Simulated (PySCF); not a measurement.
Isomers of C4H11NSi2, one GFN2-xTB conformer each. Single-point energies are computed at PBE0/pcSseg-1 (PySCF, gas phase, no added dispersion term), electronic only.

```csv
SMILES,GFN2-xTB relative energy (kcal/mol)
C=CC(=C)N([SiH3])[SiH3],5.1
CN[Si@@H]1C=CC[SiH2]1,29.6
C=N/C(=C\[SiH3])C[SiH3],40.1
C=C/C=C\N([SiH3])[SiH3],4.5
CCC[SiH2][SiH2]C#N,46.3
C=C[C@@H]1C[SiH2]N[SiH2]1,0.0
CN(C)[SiH2]C#C[SiH3],35.3
C/N=C/[SiH]1C[SiH2]C1,56.2
CN[C@H]1C=C[SiH2][SiH2]1,46.5
```

Conformers: `[CH2:1]=[CH:2][C:3](=[CH2:4])[N:5]([SiH3:6])[SiH3:7]` with C1–C2–C3–C4 -161°; `[CH3:1][NH:2][Si@@H:3]1[CH:4]=[CH:5][CH2:6][SiH2:7]1` with C1–N2–Si3–C4 55°; `[CH2:1]=[N:2]/[C:3](=[CH:4]\[SiH3:5])[CH2:6][SiH3:7]` with C1–N2–C3–C4 -53°, N2–C3–C6–Si7 65°; `[CH2:1]=[CH:2]/[CH:3]=[CH:4]\[N:5]([SiH3:6])[SiH3:7]` with C1–C2–C3–C4 175°; `[CH3:1][CH2:2][CH2:3][SiH2:4][SiH2:5][C:6]#[N:7]` with C1–C2–C3–Si4 180°, C2–C3–Si4–Si5 180°, C3–Si4–Si5–C6 -56°; `[CH2:1]=[CH:2][C@@H:3]1[CH2:4][SiH2:5][NH:6][SiH2:7]1` with C1–C2–C3–C4 -132°, C2–C3–C4–Si5 -162°, C3–C4–Si5–N6 29°, C4–Si5–N6–Si7 -8°, Si5–N6–Si7–C3 -10°; `[CH3:1][N:2]([CH3:3])[SiH2:4][C:5]#[C:6][SiH3:7]` with C1–N2–Si4–C5 165°; `[CH3:1]/[N:2]=[CH:3]/[SiH:4]1[CH2:5][SiH2:6][CH2:7]1` with N2–C3–Si4–C5 9°; `[CH3:1][NH:2][C@H:3]1[CH:4]=[CH:5][SiH2:6][SiH2:7]1` with C1–N2–C3–C4 75°.

What does PBE0/pcSseg-1 give for the same structures?

```
                   SMILES  PBE0/pcSseg-1 E (Eh)  PBE0/pcSseg-1 (kcal/mol)  GFN2-xTB (kcal/mol)  point group
C=C[C@@H]1C[SiH2]N[SiH2]1            -792.25879                       0.0                  0.0           C1
    CN[Si@@H]1C=CC[SiH2]1            -792.23182                      16.9                 29.6           C1
       CCC[SiH2][SiH2]C#N            -792.22437                      21.6                 46.3           C1
    C/N=C/[SiH]1C[SiH2]C1            -792.20971                      30.8                 56.2           C1
  C=C/C=C\N([SiH3])[SiH3]            -792.20358                      34.6                  4.5           C1
  C=CC(=C)N([SiH3])[SiH3]            -792.20172                      35.8                  5.1           C1
 CN[C@H]1C=C[SiH2][SiH2]1            -792.19204                      41.9                 46.5           C1
     CN(C)[SiH2]C#C[SiH3]            -792.17858                      50.3                 35.3           C1
  C=N/C(=C\[SiH3])C[SiH3]            -792.16993                      55.8                 40.1           C1
```

Both levels put the same isomer lowest; measured from each level's own lowest isomer, the values differ by up to 30.7 kcal/mol (C=CC(=C)N([SiH3])[SiH3]: 5.1 against 35.8). As drawn, the lowest has an N–H bond, which the highest lacks; the highest has a C=N bond, which the lowest lacks. Neighbours under 2.5 kcal/mol apart (C=C/C=C\N([SiH3])[SiH3] and C=CC(=C)N([SiH3])[SiH3]) can change places with a better method, another conformer or zero-point energy.

Which frontier levels, dipoles and rotational constants go with these structures?

```csv
SMILES,"HOMO (eV, PBE0/pcSseg-1)",LUMO (eV),dipole (D),"A, B, C (MHz)"
C=C[C@@H]1C[SiH2]N[SiH2]1,-7.02,0.40,0.55,"3258, 1228, 953.4"
CN[Si@@H]1C=CC[SiH2]1,-6.34,-0.36,0.83,"2646, 1318, 1124"
CCC[SiH2][SiH2]C#N,-8.57,-0.61,3.96,"2773, 739.1, 621.7"
C/N=C/[SiH]1C[SiH2]C1,-6.91,-0.78,1.41,"3441, 933.4, 880.8"
C=C/C=C\N([SiH3])[SiH3],-5.96,-0.67,0.80,"3019, 1008, 816.4"
C=CC(=C)N([SiH3])[SiH3],-6.49,-0.85,0.35,"2037, 1555, 1125"
CN[C@H]1C=C[SiH2][SiH2]1,-6.20,-0.28,1.29,"3342, 1176, 928.4"
CN(C)[SiH2]C#C[SiH3],-6.38,-0.54,0.87,"4409, 636.7, 577.7"
C=N/C(=C\[SiH3])C[SiH3],-6.75,-1.19,1.34,"3021, 925.8, 794.9"
```
